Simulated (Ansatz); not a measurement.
Consider the formal exchange of groups at the Si–Si bond: `[SiH3][SiH2][SnH3]` + `O/C=C/[SiH3]` → `O/C([SiH3])=C/[SiH3]` + `[SiH3][SnH3]`.

Program: Ansatz. Geometries: PBE0-D4/def2-TZVP. ΔE: electronic, gas phase. CBS: MP2 limit from def2 TZ/QZ plus the TZ coupled-cluster correction, frozen cores. Double bonds are as drawn, so ΔE can hold a change between cis and trans. Elements past krypton have def2 core potentials. For Sn outer-core shells are correlated without core-valence functions, which leaves a few kJ/mol of doubt a bond. Each species was taken in one conformer, which may not be the lowest.

| species | CCSD(T)/CBS(def2) energy (Eh) |
| --- | --- |
| `[SiH3][SiH2][SnH3]` | -796.96755 |
| `O/C=C/[SiH3]` | -443.93797 |
| `O/C([SiH3])=C/[SiH3]` | -734.21171 |
| `[SiH3][SnH3]` | -506.68362 |

Work out ΔE.

ΔE = (-734.21171) + (-506.68362) − (-796.96755) − (-443.93797) = 0.01019 Eh = +26.8 kJ/mol.

What do rigid-rotor, harmonic-oscillator terms from PBE0-D4/def2-TZVP frequencies (298.15 K, 1 bar) make of the CCSD(T)/CBS value? (Estimate.)

Ansatz gave: ΔZPE = -7.6 kJ/mol, ΔH = +18.8 kJ/mol, ΔS = -17 J/(mol·K), ΔG = +24.0 kJ/mol.

Largest T1 diagnostic among the species: 0.014.

The D4 term adds −4.1 kJ/mol with B3LYP and −2.1 kJ/mol with PBE0; it sums over pairs of atoms, weighted by their polarisabilities, and B3LYP, whose exchange is more repulsive, gets the larger term. Leaving LDA and LC-ωPBE aside and taking each functional with its dispersion term where it has one, the values, not all of them listed here, spread over 13.9 kJ/mol, from ωB97M-V to HSE06-D4. LDA lies −6.6 kJ/mol from PBE without D4.

B3LYP here is the variant with VWN-RPA as its local correlation; programs differ in this.
